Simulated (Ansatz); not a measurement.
Consider the cleavage of the Si–Sn bond: `[SiH3][SnH3]` + `CB(N)O` → `CB(N)O[SiH3]` + `[SnH4]`.

Gas-phase electronic energies from Ansatz, PBE0-D4/def2-TZVP geometries. CCSD(T)/CBS is the MP2 limit (def2-TZVPP, def2-QZVPP) plus CCSD(T) − MP2 in def2-TZVPP, frozen cores. This one scheme is used for every species. Functionals use def2-TZVPP. B3LYP here is the variant with VWN-RPA as its local correlation; programs differ in this. HSE06 is defined as in plane-wave codes. Elements past krypton have def2 core potentials. For Sn outer-core shells are correlated without core-valence functions, which leaves a few kJ/mol of doubt a bond. Each species was taken in one conformer, which may not be the lowest.

| level | ΔE (kcal/mol) | difference from CCSD(T)/CBS |
| --- | --- | --- |
| LDA (SPW92) | -10.9 | 3.0 |
| PBE-D4 | -10.0 | 3.9 |
| revPBE-D4 | -10.9 | 3.0 |
| BLYP-D4 | -14.4 | -0.5 |
| r2SCAN-D4 | -13.9 | 0.0 |
| B97M-V | -17.0 | -3.1 |
| B3LYP-D4 | -15.2 | -1.3 |
| r2SCAN0-D4 | -14.3 | -0.4 |
| HSE06-D4 | -11.3 | 2.6 |
| BHLYP-D4 | -17.0 | -3.1 |
| CAM-B3LYP-D4 | -16.8 | -2.9 |
| ωB97X-V | -15.0 | -1.1 |
| ωB97M-V | -15.2 | -1.3 |
| B2PLYP | -15.3 | -1.4 |
| PBE-QIDH | -13.7 | 0.2 |
| PBE | -9.4 | 4.5 |
| revPBE | -8.8 | 5.1 |
| BLYP | -13.1 | 0.8 |
| PBE0 | -11.0 | 2.9 |
| B3LYP | -14.3 | -0.4 |
| r2SCANh | -13.8 | 0.1 |
| r2SCAN0 | -14.0 | -0.1 |
| HSE06 | -10.9 | 3.0 |
| BHLYP | -16.8 | -2.9 |
| CAM-B3LYP | -16.3 | -2.4 |
| LC-ωPBE | -13.4 | 0.5 |
| RPA@PBE/def2-TZVPP | -16.0 | -2.1 |
| HF/def2-SVP | -16.3 | -2.4 |
| MP2/def2-SVP | -14.2 | -0.3 |
| CCSD/def2-SVP | -13.4 | 0.5 |
| CCSD(T)/def2-SVP | -13.2 | 0.7 |
| HF/def2-TZVPP | -19.9 | -6.0 |
| MP2/def2-TZVPP | -15.6 | -1.7 |
| SCS-MP2/def2-TZVPP | -17.0 | -3.1 |
| CCSD/def2-TZVPP | -15.8 | -1.9 |
| HF/def2-QZVPP | -20.3 | -6.4 |
| MP2/def2-QZVPP | -15.0 | -1.1 |
| SCS-MP2/def2-QZVPP | -16.3 | -2.4 |
| MP2/CBS(def2) | -14.3 | -0.4 |
| CCSD/CBS(def2) | -14.4 | -0.5 |
| CCSD(T)/CBS | -13.9 | 0 |

Q: What do rigid-rotor, harmonic-oscillator terms from PBE0-D4/def2-TZVP frequencies (298.15 K, 1 bar) make of the CCSD(T)/CBS value? (An estimate is asked.)

A: Ansatz gave: ΔZPE = -1.9 kcal/mol, ΔH = -15.8 kcal/mol, ΔS = -18 J/(mol·K), ΔG = -14.5 kcal/mol.

Largest T1 diagnostic among the species: 0.013.

At CCSD(T), def2-SVP lies +0.7 kcal/mol from the extrapolated value and def2-TZVPP −1.3 kcal/mol. From BLYP to BHLYP (50 % exact exchange), in def2-TZVPP and without D4, ΔE moves by −3.7 kcal/mol.
